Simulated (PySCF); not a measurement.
silacyclobutane cation (C3H8Si), SMILES C1C[SiH2]C1 (connectivity only; charge and spin as stated), charge +1, multiplicity 2. Atoms are numbered in the order given.

```xyz
12

C      0.0000     0.0000     1.5383
C      0.0000     1.1028     0.4772
Si     0.0000     0.0000    -1.2060
C      0.0000    -1.1028     0.4772
H     -0.8954     0.0000     2.1708
H      0.8954     0.0000     2.1708
H     -0.9378     1.6759     0.3886
H      0.9378     1.6759     0.3886
H      1.2547     0.0000    -1.9843
H     -1.2547     0.0000    -1.9843
H     -0.9378    -1.6759     0.3886
H      0.9378    -1.6759     0.3886
```
Charge +1, spin multiplicity 2.

Geometry optimised at B3LYP-D3(BJ)/def2-SVP. The geometry has at least one imaginary mode, so it is a saddle point at that level. The multiplicity is an assumed one; no other spin state was optimised.

Level of theory: M06-2X/def2-TZVP (PySCF).

ESP charges are fitted to the potential on shells at 1.4 to 2.0 van der Waals radii. Atomic charges (e):

```csv
atom,ESP fit,meta-Löwdin,Löwdin,Mulliken,Mulliken spin
C1,-0.15,-0.18,-0.23,-0.26,-0.01
C2,-0.29,-0.28,-0.20,-0.31,0.34
Si3,0.50,0.76,0.58,0.37,0.26
C4,-0.29,-0.28,-0.20,-0.31,0.34
H5,0.16,0.16,0.16,0.21,0.00
H6,0.16,0.16,0.16,0.21,0.00
H7,0.22,0.18,0.18,0.23,0.02
H8,0.22,0.18,0.18,0.23,0.02
H9,0.02,-0.02,0.01,0.09,-0.01
H10,0.02,-0.02,0.01,0.09,-0.01
H11,0.22,0.18,0.18,0.23,0.02
H12,0.22,0.18,0.18,0.23,0.02
```

Computed Mayer and Wiberg (Löwdin basis) orders of the bonds:
| bond | Mayer | Wiberg |
|---|---|---|
| C1–C2 | 0.89 | 1.23 |
| C2–Si3 | 0.78 | 0.91 |
| C1–C4 | 0.89 | 1.23 |
| Si3–C4 | 0.78 | 0.91 |
| C1–H5 | 0.96 | 0.85 |
| C1–H6 | 0.96 | 0.85 |
| C2–H7 | 0.91 | 0.83 |
| C2–H8 | 0.91 | 0.83 |
| Si3–H9 | 0.95 | 0.95 |
| Si3–H10 | 0.95 | 0.95 |
| C4–H11 | 0.91 | 0.83 |
| C4–H12 | 0.91 | 0.83 |
